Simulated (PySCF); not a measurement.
PySCF input file for Si(H)2(OH)(OSiH3) (H6O2Si2), SMILES [SiH3]O[SiH2]O, IEF-PCM-M06-2X/def2-SVP. Geometry optimised at PBE-D3(BJ)/def2-SVP. One conformer was computed; it need not be the lowest.

```python
import numpy as np
from pyscf import gto, scf, dft
from pyscf.solvent import pcm

mol = gto.M(
    atom='''
    Si    1.12303306    0.20839246   -0.57789136
    O     1.97696208   -0.02900802    0.84208824
    O    -0.44567311   -0.36489117   -0.47686590
    Si   -1.86543721   -0.01581673    0.34635992
    H     1.74147320   -0.52921502   -1.72889373
    H     1.11983607    1.69242095   -0.77179789
    H     2.18136935   -0.95605356    1.05588981
    H    -1.98899411    1.46592527    0.58787187
    H    -1.89210534   -0.73266694    1.66860798
    H    -3.01823259   -0.48527741   -0.49201660
    ''',
    basis='def2-SVP',
    charge=0,
    spin=0,
    max_memory=1600,
    verbose=3,
)
mf = dft.RKS(mol, xc='m06-2x').density_fit(auxbasis='def2-universal-jkfit')
mf.grids.level = 4
mf.conv_tol = 1e-9
mf.max_cycle = 100
mf.kernel()
res = {}
for name, eps in {'water': 78.355, 'N,N-dimethylformamide': 37.219, '1-octanol': 9.8629}.items():
    s = mf.PCM()
    s.with_solvent.method, s.with_solvent.eps, s.with_solvent.lebedev_order = 'IEF-PCM', eps, 29
    s.kernel(mf.make_rdm1())
    res[name] = (s.e_tot, eps, s.dip_moment(), s.mo_energy, s.converged)
    print(f'{name}: electrostatic solvation free energy {(s.e_tot - mf.e_tot) * 627.509474:.3f} kcal/mol')
```

Output:

```
converged SCF energy = -732.753909056439

WARN: PCM is an experimental feature. It is still in testing.
Features and APIs may be changed in the future.

converged SCF energy = -732.760648981118
Dipole moment(X, Y, Z, Debye):  0.06054, -1.15345,  0.17237
water: electrostatic solvation free energy -4.229 kcal/mol

WARN: PCM is an experimental feature. It is still in testing.
Features and APIs may be changed in the future.

converged SCF energy = -732.760486404387
Dipole moment(X, Y, Z, Debye):  0.06013, -1.14789,  0.17099
N,N-dimethylformamide: electrostatic solvation free energy -4.127 kcal/mol

WARN: PCM is an experimental feature. It is still in testing.
Features and APIs may be changed in the future.

converged SCF energy = -732.759679472072
Dipole moment(X, Y, Z, Debye):  0.05809, -1.12106,  0.16420
1-octanol: electrostatic solvation free energy -3.621 kcal/mol
```

The calculation finished and met its thresholds.
